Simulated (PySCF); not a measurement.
Excitation energy of Sb²⁺ by level of theory

Sb²⁺ [Kr] 4d10 5s2 5p1 (2P) → Sb²⁺ [Kr] 4d10 5s1 5p1 5d1 (high-spin determinant), as a difference of total energies. Computed with PySCF 2.14 in aug-cc-pVQZ-DK3, with the spin-free X2C one-electron Hamiltonian (Gaussian nucleus). Correlated levels: valence: [Kr] 4d10 frozen. The calculations carry no spin-orbit coupling.

```csv
method,excitation energy (cm⁻¹)
UHF,143170
LDA,155030
PBE,151330
PBE0,150820
r2SCAN,149730
HSE06,151040
PW91,151700
TPSSh,149960
MP2 (valence),148570
SCS-MP2 (valence),151400
```

A first-order spin-orbit estimate (lowest level to lowest level, LS coupling) adds 0.083 eV.

The promoted electron is Rydberg-like, and one or two diffuse shells describe it only roughly, which tends to raise the upper state.

The determinant of the upper state mixes LS terms, which raises its energy above the lowest term, most at the Hartree-Fock and MP2 levels.
